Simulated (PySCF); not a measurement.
## Stationary points of TmH3

These are results of PBE0 in PySCF with Tm lcecp-1-TZVP with ECP58, H def2-TZVP; scalar-relativistic core potentials, no spin–orbit coupling; density-fitted integrals, not measurements.

Relaxations began from a few typed shapes. The search is not exhaustive: other isomers or separated fragments can lie lower, and high-lying points may rest on an excited occupation.

```
                                  spin  group              bonds              angles  imaginary modes (cm⁻¹)  ΔE (kJ/mol)  ΔE with ZPE (kJ/mol)
valence singlet (4f shell in the core)    C3v  Tm–H 1.969 Å (×3)  H–Tm–H 115.9° (×3)                    none          0.0                   0.0
valence singlet (4f shell in the core)    D3h  Tm–H 1.977 Å (×3)  H–Tm–H 120.0° (×3)                    161i          1.2                     –
```

The lowest minimum found is the valence singlet (4f shell in the core) C3v: Tm–H 1.969 Å (×3); H–Tm–H 115.9° (×3).

For the lowest minimum: the 4f shell sits in the core potential, so its spin is not counted.
